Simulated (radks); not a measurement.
Values are calculated unless marked as measured or tabulated.
Species: the silicon ion Si3+. Configuration: [Ne] 3s0.5 3p0.5 (fractional occupations, a model configuration). Code: a radial shooting solver on a logarithmic mesh with Libxc functionals. Model: scalar-relativistic Kohn-Sham, PBE, spin-unpolarised, spherical densities, finite nucleus; Fermi nuclear charge, rms radius 3.1224 fm.

Unscreened Slater integrals over Kohn-Sham orbitals (cm^-1).

integral,value
"F0(3p,3p)",96406
"F2(3p,3p)",49571
"F0(3p,3s)",101280
"G1(3p,3s)",67689
"F0(3p,2p)",130220
"F2(3p,2p)",23402
"G0(3p,2p)",9997.1
"G2(3p,2p)",9823.6
"F0(3p,2s)",128900
"G1(3p,2s)",7835.4
"F0(3s,3s)",107110
"F0(3s,2p)",141460
"G1(3s,2p)",11323
"F0(3s,2s)",140470
"G0(3s,2s)",8974.3
"F0(2p,2p)",378110
"F2(2p,2p)",173530
"F0(2p,2s)",362160
"G1(2p,2s)",216200
"F0(2s,2s)",351850

Derived for the open shells (J is the average intra-shell exchange parameter used in DFT+U). 3p: J = F2/5 = 9914 cm^-1.
